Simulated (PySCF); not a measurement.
difluoro(prop-1-en-2-yl)borane (C3H5BF2), SMILES C=C(B(F)F)C. Atoms are numbered in the order given.

```xyz
11

C      1.4313     1.2190     0.0000
C      0.1676     0.7571     0.0000
C     -1.0342     1.6686     0.0000
B     -0.0567    -0.7815     0.0000
F     -1.2787    -1.2979     0.0000
F      0.9497    -1.6453     0.0000
H      1.6574     2.2917     0.0000
H      2.2861     0.5365     0.0000
H     -1.6714     1.4844    -0.8814
H     -1.6714     1.4844     0.8814
H     -0.7448     2.7305     0.0000
```

The structure is a stationary point at B3LYP-D3(BJ)/def2-SVP. Other conformers were not sampled.

Two levels are set side by side: PBE/pcSseg-1 (PySCF) and PBE0/pcSseg-1 (PySCF). GIAO shifts against BF3 (¹¹B), CFCl3 (¹⁹F), TMS (¹H), TMS (¹³C) at the same level; non-relativistic, no solvent, atoms listed together averaged. Differences are taken from unrounded values.

```tsv
quantity	PBE0	PBE	PBE minus PBE0
δ(¹³C) of C1 (ppm)	151.3	148.0	-3.3
δ(¹³C) of C2 (ppm)	144.3	144.8	0.4
δ(¹³C) of C3 (ppm)	25.6	26.8	1.2
δ(¹¹B) of B4 (ppm)	12.0	11.5	-0.5
```

Rough cost on one machine, each run with all the roots and properties that it gave: PBE0 against PBE about 2 times.
